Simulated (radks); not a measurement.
Effect of the nuclear size on neutral praseodymium, [Xe] 4f3 6s2. Method: Dirac Kohn-Sham, exchange-only LDA, spin-unpolarised, spherical densities, finite nucleus; open shells fill j = l - 1/2 first; Fermi nuclear charge, rms radius 4.8919 fm; computed with a radial shooting solver on a logarithmic mesh with Libxc functionals. The rms radius is varied about that value; shifts are against it.

| rms radius (fm) | total energy shift (eV) | density at nucleus (e/bohr^3) | 1s1/2 shift (meV) | 2s1/2 shift (meV) | 5s1/2 shift (meV) | 5p1/2 shift (meV) | 6s1/2 shift (meV) | 6p1/2 (empty) shift (meV) | 4f5/2 shift (meV) |
|---|---|---|---|---|---|---|---|---|---|
| 3.9135 | -4.21 | 4.356e+05 | -1750 | -216 | -1.57 | 0.216 | -0.076 | 0.057 | 0.324 |
| 4.5201 | -1.69 | 4.223e+05 | -701 | -86.4 | -0.628 | 0.086 | -0.031 | 0.023 | 0.130 |
| 4.8919 | 0 | 4.152e+05 | 0.000 | 0.000 | 0.000 | 0.000 | 0.000 | 0.000 | 0.000 |
| 5.1805 | 1.38 | 4.101e+05 | 574 | 70.8 | 0.514 | -0.071 | 0.025 | -0.019 | -0.106 |
| 6.0073 | 5.68 | 3.973e+05 | 2360 | 291 | 2.11 | -0.291 | 0.103 | -0.077 | -0.437 |

Slopes of the eigenvalues against <r^2> in GHz/fm^2, as finite differences over the two radii next to the reference (eigenvalue slopes, not the field-shift constants of lines): 1s1/2 48100, 2s1/2 5930, 5s1/2 43.1, 5p1/2 -5.94, 6s1/2 2.10, 6p1/2 (empty) -1.57, 4f5/2 -8.91.
